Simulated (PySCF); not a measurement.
An equivalent PySCF input for P⁺ (phosphorus, charge +1), [Ne] 3s2 3p2, high-spin 3P determinant, with no relativity, point nucleus:

```python
from pyscf import gto, scf, dft, mp, cc
import basis_set_exchange as bse
mol = gto.M(atom="P 0 0 0", charge=1, spin=2, symmetry="D2h",
            basis=gto.basis.parse(bse.get_basis("dyall-av3z", elements=["P"], fmt="nwchem")))
mf = dft.UKS(mol, xc="TPSSH")
mf.irrep_nelec = {'Ag': (3, 3), 'B1u': (2, 1), 'B2u': (2, 1), 'B3u': (1, 1)}
mf.kernel()
```

It reaches the same state as the run whose output follows, with an energy that differs only through the grid. The run itself started from symmetry-adapted Hartree-Fock orbitals and held the occupation by maximum overlap, on a logarithmic radial grid, so the iterations belong to that start.

```
SCF conv_tol = 1e-09
number electrons alpha = 8  beta = 6
XC functionals = TPSSH
    V. N. Staroverov, G. E. Scuseria, J. Tao, and J. P. Perdew.,  J. Chem. Phys. 119, 12129 (2003)
cycle= 1 E= -340.903490204151  delta_E= -0.00657  |g|= 0.0137  |ddm|= 0.116
cycle= 2 E= -340.903591339149  delta_E= -0.000101  |g|= 0.00261  |ddm|= 0.0114
cycle= 3 E= -340.903596898066  delta_E= -5.56e-06  |g|= 0.000672  |ddm|= 0.00255
cycle= 4 E= -340.903597113244  delta_E= -2.15e-07  |g|= 0.00012  |ddm|= 0.000505
cycle= 5 E= -340.903597118573  delta_E= -5.33e-09  |g|= 1.7e-05  |ddm|= 9.77e-05
cycle= 6 E= -340.903597118631  delta_E= -5.81e-11  |g|= 8.81e-07  |ddm|= 1.24e-05
converged SCF energy = -340.903597118631  <S^2> = 2.0051628  2S+1 = 3.0034399
```
